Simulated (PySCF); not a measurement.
## Worked example: oscillator strength and radiative lifetime

C3H8O2Si, SMILES C[C@H]1OC[Si@@H]1O.

Coordinates come from a B3LYP-D3(BJ)/def2-SVP optimisation. The structure was generated by enumeration; whether it is a known compound was not checked. One conformer was computed; it need not be the lowest.

TDDFT-PBE/def2-SVPD (PySCF) puts the first singlet state with f over 0.02 at 6.16 eV (vertical), with the transition dipole (-0.264, 0.281, -0.084) in atomic units.

Question: Find the oscillator strength, the wavelength and the radiative lifetime that this transition would have in vacuum if emission retraced absorption.

Answer: 
|μ|² = 0.1557 au, so |μ| = 1.00 D. ΔE = 6.16/27.211 = 0.2264 hartree. f = (2/3) ΔE |μ|² = 0.023 (the program prints 0.024).
λ = 1239.84/6.16 = 201 nm; ν = 49684 cm⁻¹.
Einstein's coefficient A = 0.6670 ν² f s⁻¹ (ν in cm⁻¹) = 3.9e7 s⁻¹, so τ = 1/A = 26 ns. This state is S5; the lower singlets have f = 0.004, 0.007, 0.008, 0.005. The figure is the radiative limit of this one transition; relaxation, internal conversion, crossing to triplets and a medium change what is measured.
